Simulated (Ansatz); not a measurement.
`CB(Cl)CBr` + `N=C=O` → `CB(Cl)N=C=O` + `CBr`  (ligand exchange at a B–C bond)

Program: Ansatz. Geometries: PBE0-D4/def2-TZVP. ΔE: electronic, gas phase. CCSD(T)/CBS is the MP2 limit (def2-TZVPP, def2-QZVPP) plus CCSD(T) − MP2 in def2-TZVPP, frozen cores. This one scheme is used for every species. Functionals use def2-TZVPP. B3LYP here is the variant with VWN-RPA as its local correlation; programs differ in this. For Br outer-core shells are correlated without core-valence functions, which leaves a few kJ/mol of doubt a bond. Scalar relativity is left out up to krypton. One conformer a species, not always the lowest.

`CB(Cl)CBr`:

```xyz
10

C     0.352    0.082    1.346
B    -0.391   -0.384    0.063
Cl   -1.456   -1.787    0.136
C    -0.276    0.358   -1.312
Br    1.354   -0.500   -1.989
H    -0.358    0.670    1.944
H     0.672   -0.748    1.978
H     1.207    0.727    1.132
H    -1.054    0.159   -2.043
H    -0.051    1.421   -1.255
```

`N=C=O`:

```xyz
4

N    -0.482   -0.297   -0.516
C     0.148    0.401    0.243
O     0.672    1.177    0.929
H    -0.339   -1.281   -0.656
```

`CB(Cl)N=C=O`:

Cartesian coordinates in Å:
```
C -0.032 -1.451 0.326
B 0.265 -0.071 -0.322
Cl 1.304 0.018 -1.752
N -0.280 1.136 0.178
C -0.390 2.329 0.094
O -0.551 3.477 0.086
H -0.631 -2.054 -0.366
H -0.575 -1.368 1.268
H 0.891 -2.016 0.487
```

`CBr`:

Z-matrix (Å, degrees):
```
C
Br 1 1.933
H 1 1.086 2 108.0
H 1 1.086 2 108.0 3 -120.0
H 1 1.086 2 108.0 3 120.0
```

(1) Is it downhill or uphill in electronic energy at CCSD(T)/CBS, and by how much? (An estimate is asked.)

(2) What do these levels give: B3LYP-D4, CAM-B3LYP-D4, PBE, RPA@PBE/def2-TZVPP, MP2/def2-QZVPP, MP2/CBS(def2)? (Estimate.)

Largest T1 diagnostic among the species: 0.018.

## Answers

(1) Ansatz gave: Downhill: ΔE = -0.97 eV.

(2) The calculation gave: B3LYP-D4 -1.05, CAM-B3LYP-D4 -1.08, PBE -1.02, RPA@PBE/def2-TZVPP -0.95, MP2/def2-QZVPP -1.00, MP2/CBS(def2) -0.99 eV.

Leaving LDA and LC-ωPBE aside and taking each functional with its dispersion term where it has one, the values, not all of them listed here, spread over 0.12 eV, from BHLYP-D4 to revPBE-D4. From BLYP to BHLYP (50 % exact exchange), in def2-TZVPP and without D4, ΔE moves by −0.03 eV. In def2-TZVPP, CCSD(T) changes the Hartree–Fock value by +0.22 eV (the triples alone add +0.02 eV) and MP2 by +0.20 eV.
